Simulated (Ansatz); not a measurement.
Two members of one family (Series W(S)2X2), computed with Ansatz in the gas phase; def2 core potentials for W, no spin–orbit coupling. The two geometries come from different levels. Names give formal oxidation states. A dash marks a value that wasn't run or was left out as unsound. The structures are stationary points that may keep the symmetry of their start.

First: WS2F2 (singlet, charge 0, PBE-D4/def2-SVP geometry).

```xyz
5

W     0.006   -0.065    0.101
S     1.499    0.054   -1.427
S    -1.614    1.190   -0.517
F     0.725    0.645    1.671
F    -0.615   -1.823    0.172
```

```
              level  HOMO (eV)  LUMO (eV)  gap (eV)  vertical IE (eV)  vertical triplet (eV)
   PBE-D4/def2-TZVP      -6.70      -4.08      2.63              9.61                   2.48
revPBE-D4/def2-TZVP      -6.64      -3.99      2.64                 –                      –
r2SCAN-D4/def2-TZVP      -6.99      -4.10      2.90              9.72                   2.39
   PBE0-D4/def2-SVP      -7.87      -3.48      4.40                 –                      –
  PBE0-D4/def2-TZVP      -7.82      -3.44      4.39              9.76                   2.25
```

Metal–donor distances: 2 × S 2.14 Å, 2 × F 1.87 Å.

Second: WS2(OH)2 (singlet, charge 0, r2SCAN-D4/def2-SVP geometry).

```xyz
7

W    -0.077    0.138    0.255
S     0.727   -0.304    2.192
S    -1.515    1.719    0.417
O    -0.910   -1.411   -0.411
H    -1.775   -1.427   -0.844
O     1.302    0.706   -0.890
H     2.247    0.579   -0.720
```

Q: Estimate how these quantities change from the first to the second (second minus first).

A: 
```
              level  Δ HOMO (eV)  Δ LUMO (eV)  Δ gap (eV)  Δ vertical IE (eV)  Δ vertical triplet (eV)
   PBE-D4/def2-TZVP         0.58         0.73        0.15               -0.67                     0.26
revPBE-D4/def2-TZVP         0.58         0.71        0.13                   –                        –
r2SCAN-D4/def2-TZVP         0.59         0.76        0.17               -0.66                     0.32
   PBE0-D4/def2-SVP         0.64         0.81        0.17                   –                        –
  PBE0-D4/def2-TZVP         0.59         0.74        0.15               -0.65                     0.32
```

Metal–donor distances: 2 × S 2.14 Å, 2 × O 1.88 Å.
